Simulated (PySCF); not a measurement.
**Nickel: a sound run and one with changed settings**

Sound run: Ni [Ar] 3d8 4s2, Ni⁺ [Ar] 3d9. Calculation: PySCF 2.14, in cc-pVDZ-DK (6s5p3d1f, 43 functions); the spin-free X2C one-electron Hamiltonian (Gaussian nucleus). In the sound run the correlated levels freeze [Ar]. The sound run starts from symmetry-adapted Hartree-Fock orbitals and uses a fine grid where one is needed.

Changed run: basis STO-3G, all-electron and non-relativistic. This setting is unsound on purpose.

| species | method | sound run (hartree) | changed run (hartree) | converged |
| --- | --- | --- | --- | --- |
| Ni | UHF | -1519.09686 | -1489.73018 | yes |
| Ni | B3LYP | -1520.61733 | -1490.80977 | yes |
| Ni | BP86 | -1520.81586 | -1490.93529 | yes |
| Ni | MP2 | -1519.36999 | -1489.77778 | yes |
| Ni⁺ | UHF | -1518.79618 | -1488.44114 | yes |
| Ni⁺ | B3LYP | -1520.31739 | -1489.51468 | yes |
| Ni⁺ | BP86 | n/a | -1489.66319 | yes |
| Ni⁺ | MP2 | -1519.11490 | -1488.43990 | yes |

Ionisation energy of Ni:

```tsv
method	sound run (eV)	changed run (eV)
UHF	8.182	35.076
B3LYP	8.162	35.241
BP86	n/a	34.616
MP2	6.941	36.405
SCS-MP2	7.181	36.656
```

A minimal basis cannot let orbitals breathe on ionisation and holds almost no correlation. The Hamiltonian changed with the basis, so the totals do not compare. A negative ionisation energy or a positive MP2 energy shows that the occupation asked for is not the lowest one in this basis.

For comparison, NIST gives 7.640 eV between the lowest levels.
